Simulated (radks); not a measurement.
Values are calculated unless marked as measured or tabulated.
Problem. Valence configurations of Hf (all share [Xe]). Code: a radial shooting solver on a logarithmic mesh with Libxc functionals. Model: scalar-relativistic Kohn-Sham, r2SCAN, spin-polarised, spherical densities, finite nucleus; open shells are filled with parallel spins first (spin-orbit coupling, left out, can overturn this in heavy ions); meta-GGA in the generalised Kohn-Sham scheme; Fermi nuclear charge, rms radius 5.347 fm. Order these by energy: 4f13 5d2 6s2 6p1; 4f14 5d1.5 6s2 6p0.5; 4f14 5d1 6s2 6p1; 4f13.5 5d2.5 6s2; 4f13 5d3 6s2; 4f14 5d2 6s2; 4f14 5d2.5 6s1.5; 4f13 5d1.5 6s2 6p1.5; 4f14 5d2 6p2; 4f14 5d3 6s1.

Solution. From the lowest, in eV above it: 4f14 5d2 6s2 0.000; 4f14 5d2.5 6s1.5 0.614; 4f14 5d3 6s1 0.812; 4f14 5d1.5 6s2 6p0.5 0.976; 4f14 5d1 6s2 6p1 2.171; 4f14 5d2 6p2 6.634; 4f13.5 5d2.5 6s2 7.535; 4f13 5d3 6s2 16.466; 4f13 5d2 6s2 6p1 20.202; 4f13 5d1.5 6s2 6p1.5 22.505. NIST lists [Xe] 4f14 5d2 6s2 as the ground configuration; this level of theory agrees among the configurations tried. The energies are those of spherical high-spin densities, not of single terms.
